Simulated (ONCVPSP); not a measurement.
## S (Z = 16): ONCV pseudisation with PBEsol, scalar-relativistic reference atom.

ONCVPSP 4.0.1 input, shortened (lines: element, Z, core and valence counts, functional; n l f; lmax; l rc ep ncon nbas qcut; lloc lpopt rc5 dvloc0; l nproj debl; icmod fcfact rcfact), PBEsol, scalar-relativistic:

```
  S 16.00    3    2  -116133      upf
    1    0    2.00
    2    0    2.00
    2    1    6.00
    3    0    2.00
    3    1    2.50
    2
    0    1.45    0.00    4    8    4.90
    1    1.65    0.00    5    8    4.90
    2    1.50    0.29    4    7    6.60
    4    5    1.30    3.00
    0    1    0.40
    1    2    2.60
    2    3    1.80
    2    0.35    1.00
```

In the d channel the program set the typed energies aside and used 0.050, 1.850, 3.650 Ha.

Poles of the logarithmic derivatives, all-electron (AE) and pseudo (PS). s: poles at 1.8 (AE) and 1.3 (PS) Ha. p: poles at 1.1 (AE) and 1.1 (PS) Ha. d: poles at 2.1 (AE) and 2.1 (PS) Ha. Test radii: s 1.47, p 1.67, d 1.52 bohr.

- Cutoffs needed: 13 Ha and 66 Ha (the cutoffs (Ha) at which the residual kinetic energy of the hardest occupied pseudo-wave falls to 1 and 0.1 mHa per electron)
- Ghost test: no bound ghost flagged; no localised positive-energy state flagged
- Largest excitation error: +9.9 meV (all-electron minus pseudo) for 3s2 3p4, out of 4 test configurations
- rms error of d²Exc/dni dnj: 2.65 mHa without and 0.58 mHa with the model core
